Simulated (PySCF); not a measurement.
Isomers of C6H4O3, one GFN2-xTB conformer each. Single-point energies are computed at PBE0/pcSseg-1 (PySCF, gas phase, no added dispersion term), electronic only.

Question: Rank them by PBE0/pcSseg-1 energy, lowest first (kcal/mol).
A. `CC#Cc1coc(=O)o1`
B. `[O:1]=[CH:2][c:3]1[cH:4][c:5](=[O:6])[cH:7][cH:8][o:9]1` with O1–C2–C3–C4 0°

Answer: B (0.0), A (18.2).

GFN2-xTB itself gives, in the same order: 11.1, 0.0. GFN2-xTB puts CC#Cc1coc(=O)o1 lowest instead.

Q: Which frontier levels, dipoles and rotational constants go with these structures?

A: 
| SMILES | HOMO (eV, PBE0/pcSseg-1) | LUMO (eV) | dipole (D) | A, B, C (MHz) |
| --- | --- | --- | --- | --- |
| O=Cc1cc(=O)cco1 | -7.54 | -2.84 | 4.64 | 3140, 1314, 926.4 |
| CC#Cc1coc(=O)o1 | -6.93 | -1.12 | 6.02 | 6336, 785.2, 701.7 |

Q: As an exercise, what shares would exp(−E/RT) give at 2000 K from these electronic energies alone (no entropy, no degeneracies)?

A: RT = 3.974 kcal/mol: O=Cc1cc(=O)cco1 99.0 %, CC#Cc1coc(=O)o1 1.0 %.
